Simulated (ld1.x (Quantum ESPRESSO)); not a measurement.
Rb: variants of one TM potential

Base potential:

ld1.x (Quantum ESPRESSO) 7.5 input, shortened:

```
&input
   title='Rb', zed=37., rel=1, dft='PZ', iswitch=3,
   config='[Kr] 4d0 5s0 5p0'
 /
 &inputp
   pseudotype=2, tm=.true., lloc=2,
   nlcc=.true., new_core_ps=.true., rcore=0.85
 /
3
4S  1  0   2.00   0.00  1.70  1.70  0.0
4P  2  1   6.00   0.00  2.20  2.20  0.0
4D  3  2   0.00   0.00  3.00  3.00  0.0
 &test
   configts(1)='4s2 4p6 4d0 5s0 5p0'
 /
```

Cutoffs, loose and tight: the cutoffs (Ry, on a coarse ladder) from which the occupation-weighted sum of valence levels, in a spherical-Bessel basis at the reference potential, stays within 10 and 1 mRy of its value at 400 Ry. They do not see the model core or the augmentation charge, which bear on the density cutoff. Test errors are all-electron minus pseudo excitation energies from the reference, over the configurations 4s2 4p6 4d0 5s1 5p0; 4s2 4p6 4d0 5s0.5 5p0; 4s2 4p6 4d0 5s0 5p1; 4s2 4p6 4d1 5s0 5p0; 4s2 4p5 4d0 5s1 5p0; 4s2 4p6 4d0.5 5s0.5 5p0; 4s1 4p6 4d0 5s1 5p0 (two spin-polarised tests are not counted in the largest error). A dash means not determined; rows that change the core or the reference have their own tests.

| change | outcome | cutoff, loose | cutoff, tight | bound ghosts | largest test error (meV) |
| --- | --- | --- | --- | --- | --- |
| base | generated | 40 Ry | 55 Ry | none | -29 |
| core correction none | generated | 40 Ry | 55 Ry | none | -25 |
| core correction Bessel-smoothed model core inside 0.80 bohr | generated | 40 Ry | 55 Ry | none | -29 |
| core correction Bessel-smoothed model core inside 1.06 bohr | generated | 40 Ry | 55 Ry | none | -29 |
| core correction Bessel-smoothed model core inside 1.22 bohr | generated | 40 Ry | 55 Ry | none | -29 |
| core correction Bessel-smoothed model core inside 1.48 bohr | generated | 40 Ry | 55 Ry | none | -28 |
| core correction Bessel-smoothed model core inside 1.76 bohr | generated | 40 Ry | 55 Ry | none | -27 |
| core correction Bessel-smoothed model core inside 1.94 bohr | generated | 40 Ry | 55 Ry | none | -26 |
